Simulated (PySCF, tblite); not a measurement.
Compound: C₈H₁₀FP.
Geometry (GFN2-xTB, Å), atoms numbered from 1 in this order:
```xyz
20
C8H10FP angstrom
F     -4.067   -0.041   -0.180
C     -2.760   -0.386   -0.467
C     -2.009    0.822   -0.949
C     -0.685    0.860   -0.971
P      0.316   -0.569   -0.467
C      1.552    0.323    0.565
C      2.866    0.689   -0.065
C      2.810   -0.405    0.948
C     -0.801   -1.098    0.863
C     -2.117   -0.990    0.747
H     -2.825   -1.136   -1.273
H     -2.626    1.657   -1.246
H     -0.147    1.725   -1.334
H      1.128    1.013    1.288
H      3.028    0.413   -1.097
H      3.319    1.630    0.210
H      3.223   -0.225    1.929
H      2.934   -1.421    0.603
H     -0.342   -1.548    1.732
H     -2.803   -1.302    1.522
```

Level of theory: PBE0/pcSseg-1 in PySCF (dipole) on a GFN2-xTB geometry, gas phase.

Masses are those of the commonest isotopes; rigid-rotor values at the optimised geometry. The values belong to one conformer with, in the numbering `[F:1][CH:2]1[CH:3]=[CH:4][P:5]([CH:6]2[CH2:7][CH2:8]2)[CH:9]=[CH:10]1`, C4–P5–C6–C7 -97°, F1–C2–C3–C4 163°, C3–C4–P5–C6 -135°, P5–C6–C7–C8 -108°, C4–P5–C9–C10 36°.

(1) Give the principal moments of inertia and the rotational constants in GHz.

(2) Classify the top.

(3) Is it planar, by Δ = Ic − Ia − Ib?

(4) Which types of transition are allowed, and where do some lines up to J = 5 fall?

Answers

(1) Ia = 149.18, Ib = 812.54, Ic = 900.31 u·Å²; 505379 MHz·u·Å²/I gives 3388, 622.0 and 561.3 MHz, that is A = 3.3877, B = 0.6220, C = 0.5613 GHz.

(2) A near-prolate asymmetric top: κ = (2 × 622.0 − 3388 − 561.3)/(3388 − 561.3) = -0.96.

(3) Not planar: Δ = Ic − Ia − Ib = -61.41 u·Å². For a rigid frame Δ = −2 Σ m c², so Σ m c² = 30.70 u·Å² lies off the ab plane: 8.30 from hydrogen and 22.41 from heavier atoms. The atom farthest from that plane is 1.58 Å away.

(4) The dipole components are |μa| = 2.05 D, |μb| = 0.00 D, |μc| = 0.57 D; the mirror of this Cs structure is the ac plane, so μb vanishes by symmetry and there are no b-type lines. Intensities carry the squares of the components, which stand as 1.00 : 0.08 (a : c). Some lines, for components of 0.1 D or more:

```csv
type,branch,"J(Ka,Kc)",MHz,lower level (cm⁻¹)
c,Q,"5(1,5) ← 5(0,5)",2369,0.591
a,R,"3(1,2) ← 2(1,1)",3640,0.215
c,R,"1(1,0) ← 0(0,0)",4010,0.000
a,R,"4(2,3) ← 3(2,2)",4732,0.610
a,R,"4(2,2) ← 3(2,1)",4742,0.610
c,R,"4(2,3) ← 3(1,3)",13303,0.324
c,Q,"4(3,2) ← 4(2,2)",13969,0.768
c,R,"5(2,3) ← 4(1,3)",14036,0.498
c,R,"5(2,4) ← 4(1,4)",14608,0.478
c,R,"3(3,1) ← 2(2,1)",17531,0.491
c,R,"4(3,1) ← 3(2,1)",18711,0.610
```

Its GFN2-xTB frequencies are all real (lowest 37 cm⁻¹). Constants of a rigid frame at the computed geometry: no zero-point averaging, no centrifugal distortion.

The run took about 1.9 min of CPU time (one thread, shared machine). This is the PBE0/pcSseg-1 job that gave the dipole, with the shieldings it also computed.
